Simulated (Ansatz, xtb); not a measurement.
# Isomers of FH3N2Si in order of energy

4 gas-phase structures of FH3N2Si, found in a search over its isomers (lower ones may exist). Each was relaxed with GFN2-xTB:

A. `N/N=[SiH]/F`, a singlet
B. `[H]/N=[Si](/N)F`, a singlet
C. `[H]/N=[Si](\N)F`, a singlet
D. `N/N=[SiH]\F`, a singlet

Question: Estimate their order in r2SCAN-D4/def2-SVP energy at these geometries, lowest first.

Answer: Calculated order at r2SCAN-D4/def2-SVP: B (0.0), C (2.2), D (54.2), A (62.6) kcal/mol.

Energies above the lowest of each column, in kcal/mol; the last columns are at PBE0-D3(BJ)/def2-SVP geometries and were run for some of them only (a dash: not run or not comparable):

| structure | GFN2-xTB | HF/STO-3G | r2SCAN-D4/def2-SVP | PBE0-D3(BJ)/def2-SVP | CCSD(T)/def2-TZVP |
| --- | --- | --- | --- | --- | --- |
| B | 1.4 | 0.0 | 0.0 | 0.0 | 0.0 |
| C | 0.0 | 0.0 | 2.2 | 2.2 | 1.8 |
| D | 33.5 | 35.3 | 54.2 | 51.7 | 62.4 |
| A | 30.5 | 35.9 | 62.6 | – | – |

CCSD(T)/def2-TZVP puts B lowest of those it was run on; GFN2-xTB picks C. Flexible structures stand in one conformer each, not always the lowest. Frequencies (PBE0-D3(BJ)/def2-SVP) were run for B, C, D alone.

Over these structures GFN2-xTB departs from r2SCAN-D4/def2-SVP by 13.0 kcal/mol on average once a common shift is removed. A GFN2-xTB relaxation took about 0.14 s and the r2SCAN-D4/def2-SVP energy about 1.7 s on a shared host (Ansatz 0.2.0, xtb 6.7.1).
